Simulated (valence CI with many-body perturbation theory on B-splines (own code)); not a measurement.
Values are calculated unless marked as measured or tabulated.
**Ladder of approximations for Ru¹⁰⁺**

Method: relativistic CI+MBPT: six valence electrons over a frozen Dirac-Fock core [Ar] 3d10, radial functions for each j: 9 s, 9 p, 8 d, 6 f, 3 g, 1 h, with the one-electron correlation potential Σ1 (screened to all orders), the two-electron term Σ2, the three-electron term Σ3, Breit, model QED; selected single and double excitations, second order for the rest, scaled by the run's own slope (own B-spline code, finite nucleus).

No measured levels were compared; by estimate levels hold to about 250 cm⁻¹ or 0.2 % of their energy and the worst to 1 %, as in measured heavy ions of charge 2 to 7; those with d or f electrons hold less well. Among the levels kept, up to 1500 cm⁻¹ of a level comes from second order outside the variational space, and about a tenth of that is noise between levels of different J, which matters for small intervals.

Each rung adds one term. CI alone is the Dirac-Coulomb CI over the frozen core; QED comes last and gives the full result, which names the levels. Energies are above 4s²4p⁴ ³P_2 on the same rung, in eV.

Names give the largest LS component (configuration and term), which can be under half, so a name can repeat, a term be missing and a line seem to break the LS rules; names also repeat where a configuration has a term twice. Letters in brackets count levels of one name in rising energy.

```
             Level  CI alone       Σ1       Σ2       Σ3    Breit      QED    Full
       4s²4p⁴ ³P_0     2.586  +0.0190  -0.0217  -0.0090  -0.0109  +0.0026   2.566
       4s²4p⁴ ³P_1     3.633  +0.0576  +0.0338  +0.0034  -0.0583  +0.0087   3.678
       4s²4p⁴ ¹D_2     5.748  +0.0599  -0.0095  -0.0087  -0.0594  +0.0075   5.738
       4s²4p⁴ ¹S_0    11.559  +0.1114  -0.0248  -0.0239  -0.1036  +0.0135  11.531
       4s4p⁵ ³P°_2    33.955  +0.1449  +0.1005  +0.0264  -0.0182  -0.0785  34.130
       4s4p⁵ ³P°_1    36.113  +0.1687  +0.0950  +0.0254  -0.0413  -0.0741  36.287
       4s4p⁵ ³P°_0    37.991  +0.2024  +0.1440  +0.0274  -0.0746  -0.0689  38.221
       4s4p⁵ ¹P°_1    43.508  +0.1973  -0.1393  +0.0128  -0.0729  -0.0604  43.445
    4s²4p³4d ⁵D°_0    47.285  +0.1782  +0.1018  +0.0432  -0.0827  -0.0027  47.523
    4s²4p³4d ⁵D°_2    47.311  +0.1752  +0.1058  +0.0417  -0.0876  -0.0039  47.542
    4s²4p³4d ⁵D°_3    47.346  +0.1774  +0.1082  +0.0430  -0.0970  -0.0040  47.574
    4s²4p³4d ⁵D°_1    47.446  +0.1836  +0.1064  +0.0449  -0.0936  -0.0028  47.684
    4s²4p³4d ⁵D°_4    47.808  +0.1890  +0.1063  +0.0451  -0.1159  -0.0013  48.031
4s²4p³4d ³D°_2 [a]    49.141  +0.1806  +0.0741  +0.0320  -0.0947  -0.0045  49.329
4s²4p³4d ³D°_3 [a]    50.750  +0.2097  +0.0982  +0.0356  -0.1290  +0.0005  50.965
4s²4p³4d ³D°_1 [a]    51.020  +0.2103  +0.0969  +0.0347  -0.1239  +0.0006  51.238
4s²4p³4d ³F°_2 [a]    51.322  +0.2071  +0.0866  +0.0326  -0.1170  -0.0003  51.531
    4s²4p³4d ¹S°_0    51.504  +0.2053  +0.0710  +0.0363  -0.1134  +0.0002  51.704
4s²4p³4d ³F°_3 [a]    51.886  +0.2139  +0.0874  +0.0315  -0.1284  +0.0006  52.091
```

The middle columns are the shifts that each term adds.

**Question.** How does the ionisation energy move along the ladder, and which term matters most?

**Answer.** CI alone 221.09, + Σ1 222.02, + Σ2 222.03, + Σ3 221.88, + Breit 221.78, + QED 221.79 eV. The largest step is Σ1, 0.92 eV. NIST lists 219.9 ± 2.4 eV (theoretical).
